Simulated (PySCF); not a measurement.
AlFGeH4O, SMILES [OH][Al]([F])[GeH3].

Geometry: PBE0-D3(BJ)/def2-SVP. The structure was generated by enumeration; whether it is a known compound was not checked. Other conformers were not sampled.

These are PBE0-D3(BJ)/def2-SVP run with PySCF values and carry that method's errors.

Frequencies are harmonic and unscaled.

A small imaginary wavenumber (i) marks a very flat motion, where grid noise or a shallow saddle decides the sign.

Computed normal modes with their intensities:
```json
[
 {"mode": "1", "ν (cm⁻¹)": "9i", "IR (km/mol)": "0.0", "Raman (Å⁴/amu)": "0.0", "depolarisation": "–", "moving atoms (share of kinetic energy)": "H 93 %"},
 {"mode": "2", "ν (cm⁻¹)": "119", "IR (km/mol)": "1.3", "Raman (Å⁴/amu)": "0.8", "depolarisation": "0.73", "moving atoms (share of kinetic energy)": "F 34 %, O 28 %, Al 21 %, H 9 %"},
 {"mode": "3", "ν (cm⁻¹)": "191", "IR (km/mol)": "31.6", "Raman (Å⁴/amu)": "2.7", "depolarisation": "0.40", "moving atoms (share of kinetic energy)": "F 34 %, O 31 %, Ge 26 %, H 9 %"},
 {"mode": "4", "ν (cm⁻¹)": "200", "IR (km/mol)": "17.3", "Raman (Å⁴/amu)": "0.8", "depolarisation": "0.75", "moving atoms (share of kinetic energy)": "Al 58 %, H 20 %, F 13 %, O 9 %"},
 {"mode": "5", "ν (cm⁻¹)": "339", "IR (km/mol)": "38.4", "Raman (Å⁴/amu)": "11.6", "depolarisation": "0.08", "moving atoms (share of kinetic energy)": "Al 44 %, Ge 18 %, F 15 %, H 12 %, O 10 %"},
 {"mode": "6", "ν (cm⁻¹)": "383", "IR (km/mol)": "168.7", "Raman (Å⁴/amu)": "1.1", "depolarisation": "0.75", "moving atoms (share of kinetic energy)": "H 83 %, O 12 %"},
 {"mode": "7", "ν (cm⁻¹)": "435", "IR (km/mol)": "4.7", "Raman (Å⁴/amu)": "1.5", "depolarisation": "0.75", "moving atoms (share of kinetic energy)": "H 86 %, Al 9 %"},
 {"mode": "8", "ν (cm⁻¹)": "437", "IR (km/mol)": "10.2", "Raman (Å⁴/amu)": "2.6", "depolarisation": "0.75", "moving atoms (share of kinetic energy)": "H 90 %"},
 {"mode": "9", "ν (cm⁻¹)": "553", "IR (km/mol)": "132.5", "Raman (Å⁴/amu)": "4.0", "depolarisation": "0.26", "moving atoms (share of kinetic energy)": "H 70 %, O 24 %"},
 {"mode": "10", "ν (cm⁻¹)": "784", "IR (km/mol)": "276.2", "Raman (Å⁴/amu)": "5.5", "depolarisation": "0.70", "moving atoms (share of kinetic energy)": "H 79 %, Al 8 %"},
 {"mode": "11", "ν (cm⁻¹)": "822", "IR (km/mol)": "33.4", "Raman (Å⁴/amu)": "1.5", "depolarisation": "0.63", "moving atoms (share of kinetic energy)": "F 31 %, Al 28 %, H 24 %, O 15 %"},
 {"mode": "12", "ν (cm⁻¹)": "887", "IR (km/mol)": "17.8", "Raman (Å⁴/amu)": "31.3", "depolarisation": "0.75", "moving atoms (share of kinetic energy)": "H 97 %"},
 {"mode": "13", "ν (cm⁻¹)": "887", "IR (km/mol)": "34.1", "Raman (Å⁴/amu)": "27.7", "depolarisation": "0.75", "moving atoms (share of kinetic energy)": "H 99 %"},
 {"mode": "14", "ν (cm⁻¹)": "938", "IR (km/mol)": "115.8", "Raman (Å⁴/amu)": "1.4", "depolarisation": "0.31", "moving atoms (share of kinetic energy)": "Al 48 %, O 30 %, F 16 %"},
 {"mode": "15", "ν (cm⁻¹)": "2145", "IR (km/mol)": "62.0", "Raman (Å⁴/amu)": "257.3", "depolarisation": "0.04", "moving atoms (share of kinetic energy)": "H 99 %"},
 {"mode": "16", "ν (cm⁻¹)": "2148", "IR (km/mol)": "101.6", "Raman (Å⁴/amu)": "144.5", "depolarisation": "0.74", "moving atoms (share of kinetic energy)": "H 98 %"},
 {"mode": "17", "ν (cm⁻¹)": "2160", "IR (km/mol)": "97.0", "Raman (Å⁴/amu)": "149.6", "depolarisation": "0.49", "moving atoms (share of kinetic energy)": "H 99 %"},
 {"mode": "18", "ν (cm⁻¹)": "3976", "IR (km/mol)": "118.2", "Raman (Å⁴/amu)": "212.9", "depolarisation": "0.29", "moving atoms (share of kinetic energy)": "H 94 %"}
]
```
